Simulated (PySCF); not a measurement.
Gas-phase reaction: 2 GaI₃ + 2 HF ⇌ 2 GaF + 3 I₂ + H₂

Method: PySCF energies plus ideal-gas RRHO corrections (1 bar). † marks an energy on the PBE0/def2-TZVP geometry and frequencies. MP2 and CCSD(T) freeze the core. All species are closed-shell singlets. I: scalar-relativistic def2 core potential, no spin-orbit coupling. Ga: all electrons, no relativistic terms. MP2 isn't extrapolated to the basis-set limit; its ΔH°(298 K) is 658.3 kJ in def2-SVP and 674.7 kJ in def2-TZVPP. CCSD(T) isn't extrapolated to the basis-set limit; its ΔH°(298 K) is 595.0 kJ in def2-SVP and 608.9 kJ in def2-TZVPP. The harmonic model lacks anharmonicity and excited electronic states, which grow with temperature; levels with a mode under 35 cm⁻¹ are left out. Soft modes under 120 cm⁻¹ make the harmonic entropy rough for GaI₃.

```tsv
level	ΔE electronic, kJ	ΔH°(298 K), kJ	ΔS°(298 K), J/K	ΔG°(1800 K), kJ
CCSD(T)/def2-SVP†	619	595	249	166
MP2/def2-TZVPP†	699	675	249	246
PBE/def2-TZVP†	504	480	249	51
PBE0/def2-SVP†	594	571	249	142
LDA/def2-TZVP†	593	569	249	140
ωB97X-V/def2-TZVP†	566	543	249	114
```
ΔH° is lowest at PBE/def2-TZVP† and highest at MP2/def2-TZVPP†. No reference value is set beside these.
